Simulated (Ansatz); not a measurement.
Consider the redistribution: `[SeH][SiH]1BO1` + `[NH2][Ge]([Cl])([Cl])[Cl]` → `[Cl][Ge]([Cl])([Cl])[SeH]` + `N[SiH]1BO1`.

Calculated with Ansatz (gas phase, PBE0-D4/def2-TZVP geometries, no zero-point term in ΔE). CBS: MP2 limit from def2 TZ/QZ plus the TZ coupled-cluster correction, frozen cores. DFT in def2-TZVPP. For Ge, Se outer-core shells are correlated without core-valence functions, which leaves a few kJ/mol of doubt a bond. Scalar relativity is left out up to krypton. Each species was taken in one conformer, which may not be the lowest.

Q: Is it downhill or uphill in electronic energy at CCSD(T)/CBS, and by how much? (An estimate is asked.)

A: Ansatz gave: Downhill: ΔE = -0.37 eV.

Q: What do these levels give: LDA (SPW92), ωB97M-V, RPA@PBE/def2-TZVPP, MP2/def2-TZVPP, HF/def2-QZVPP, CCSD/CBS(def2)? (Estimate.)

A: The calculation gave: LDA (SPW92) -0.39, ωB97M-V -0.40, RPA@PBE/def2-TZVPP -0.34, MP2/def2-TZVPP -0.38, HF/def2-QZVPP -0.40, CCSD/CBS(def2) -0.38 eV.

Q: What do rigid-rotor, harmonic-oscillator terms from PBE0-D4/def2-TZVP frequencies (298.15 K, 1 bar) make of the CCSD(T)/CBS value? (Estimate.)

A: Ansatz gave: ΔZPE = 0.00 eV, ΔH = -0.36 eV, ΔS = -1 J/(mol·K), ΔG = -0.36 eV.

Largest T1 diagnostic among the species: 0.015.

At CCSD(T), def2-SVP lies +0.09 eV from the extrapolated value and def2-TZVPP +0.02 eV. Leaving LDA and LC-ωPBE aside and taking each functional with its dispersion term where it has one, the values, not all of them listed here, spread over 0.10 eV, from BHLYP-D4 to revPBE-D4.
